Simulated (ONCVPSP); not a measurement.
**tantalum: variants of one ONCV potential**

Base potential:

ONCVPSP 4.0.1 input, shortened (lines: element, Z, core and valence counts, functional; n l f; lmax; l rc ep ncon nbas qcut; lloc lpopt rc5 dvloc0; l nproj debl; icmod fcfact rcfact), PBEsol, fully relativistic:

```
  Ta 73.00    9    5  -116133      upf
    1    0    2.00
    2    0    2.00
    2    1    6.00
    3    0    2.00
    3    1    6.00
    3    2   10.00
    4    0    2.00
    4    1    6.00
    4    2   10.00
    4    3   13.50
    5    0    2.00
    5    1    6.00
    5    2    3.50
    6    0    2.00
    3
    0    1.90    0.00    4    8    6.40
    1    1.40    0.00    4    8    6.60
    2    2.55    0.00    3    8    5.00
    3    0.80    0.00    4    9   20.90
    4    5    0.70    0.00
    0    2    3.10
    1    2    1.40
    2    2    3.40
    3    1    3.10
    3    4.25    1.45
```

Open shells are filled in proportion to 2j + 1.

In the p channel the program set the typed energies aside and used -1.410, 0.250 Ha (j = l + 1/2; the other j can differ).

Cutoffs, loose and tight: the cutoffs (Ha) at which the residual kinetic energy of the hardest occupied pseudo-wave falls to 1 and 0.1 mHa per electron. They do not see the model core or the augmentation charge, which bear on the density cutoff. Test errors are all-electron minus pseudo excitation energies from the reference, over the configurations 4f14 5s2 5p6 5d3 6s2; 4f14 5s2 5p6 5d3 6s1; 4f14 5s2 5p6 5d3 6s0; 4f14 5s2 5p6 5d4 6s0. A dash means not determined; rows that change the core or the reference have their own tests.

A true bound ghost makes a file unfit for plane-wave use even where its test errors are small: the radial tests pick states by their node count and pass the ghost by.

| change | outcome | cutoff, loose | cutoff, tight | bound ghosts | GHOST(+) flags above zero | largest test error (meV) |
| --- | --- | --- | --- | --- | --- | --- |
| base | generated, projector energies reset by the program | 193 Ha | 210 Ha | s, p3/2, p1/2 | d5/2, d3/2 | -105 |
| core correction Teter function, fcfact 1.4, rcfact 1.45 | generated, projector energies reset by the program | 193 Ha | 210 Ha | s, p3/2, p1/2 | d5/2, d3/2 | -102 |
| core correction Teter function, fcfact 2.3, rcfact 1.45 | generated, projector energies reset by the program | 193 Ha | 210 Ha | s, p3/2, p1/2 | d5/2, d3/2 | -103 |
| core correction Teter function, fcfact 2.8, rcfact 1.45 | generated, projector energies reset by the program | 193 Ha | 210 Ha | s, p3/2, p1/2 | d5/2, d3/2 | -104 |
| core correction Teter function, fcfact 3.5, rcfact 1.45 | generated, projector energies reset by the program | 193 Ha | 210 Ha | s, p3/2, p1/2 | d5/2, d3/2 | -105 |
| core correction Teter function, fcfact 4, rcfact 1.45 | generated, projector energies reset by the program | 193 Ha | 210 Ha | s, p3/2, p1/2 | d5/2, d3/2 | -105 |
| core correction Teter function, fcfact 4.9, rcfact 1.45 | generated, projector energies reset by the program | 193 Ha | 210 Ha | s, p3/2, p1/2 | d5/2, d3/2 | -106 |
| core correction Teter function, fcfact 5.5, rcfact 1.45 | generated, projector energies reset by the program | 193 Ha | 210 Ha | s, p3/2, p1/2 | d5/2, d3/2 | -106 |
| core correction Teter function, fcfact 6.1, rcfact 1.45 | generated, projector energies reset by the program | 193 Ha | 210 Ha | s, p3/2, p1/2 | d5/2, d3/2 | -107 |
| core correction Teter function, fcfact 6.8, rcfact 1.45 | generated, projector energies reset by the program | 193 Ha | 210 Ha | s, p3/2, p1/2 | d5/2, d3/2 | -107 |
| core correction Teter function, fcfact 7.6, rcfact 1.45 | generated, projector energies reset by the program | 193 Ha | 210 Ha | s, p3/2, p1/2 | d5/2, d3/2 | -108 |

Reading the sweep of the fcfact (base included, trends over the rows without a ghost): Bound ghosts are found at 1.4, 2.3, 2.8, 3.5, 4, 4.25, 4.9, 5.5, 6.1, 6.8, 7.6. Every judged row has one, so this setting neither creates nor removes them.
